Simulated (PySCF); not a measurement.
Al(F)(OMe)(SeH) (CH4AlFOSe), SMILES C[O][Al]([F])[SeH].

The structure is a stationary point at PBE0-D3(BJ)/def2-SVP. One conformer was computed; it need not be the lowest.

Two levels are set side by side: TDA-PBE/def2-SVPD (PySCF) and TDA-B3LYP/def2-SVPD (PySCF). Vertical, same geometry. The lowest singlet is HOMO→LUMO 99 % with PBE and HOMO→LUMO 98 % with the other functional; states are paired by order. Differences are taken from unrounded values.

```tsv
quantity	TDA-B3LYP	TDA-PBE	TDA-PBE minus TDA-B3LYP
lowest singlet excitation (eV)	5.03	4.68	-0.35
lowest triplet excitation (TDA) (eV)	4.73	4.41	-0.32
first bright state (f over 0.05) (eV)	5.03	6.73	1.70
its oscillator strength	0.05	0.17	0.12
```

Functionals without exact exchange tend to place singlet excitations lower, as here. Differences between two approximate levels are no errors against the true value.

Rough cost on one machine, each run with all the roots and properties that it gave: TDA-B3LYP against TDA-PBE about 2 times.
